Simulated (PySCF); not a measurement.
thiourea (CH₄N₂S), SMILES NC(N)=S. Coordinates come from a B3LYP-D3(BJ)/def2-SVP optimisation. Other conformers were not sampled.

### Question
Give the equilibrium geometry at B3LYP-D3(BJ)/def2-SVP (PySCF confirms it by a frequency run) as Cartesian coordinates in Å, and its point group. (The exact figures need the calculation; the answer reports its results.)

### Answer
Several could match; the one computed here: point group C2.
```xyz
8

N     -0.0508    -1.1499     1.0486
C      0.0000     0.0000     0.3151
N      0.0508     1.1499     1.0486
S      0.0000     0.0000    -1.3526
H      0.2684    -1.1599     2.0117
H      0.0485    -2.0095     0.5235
H     -0.2684     1.1599     2.0117
H     -0.0485     2.0095     0.5235
```
Charge 0, spin multiplicity 1.
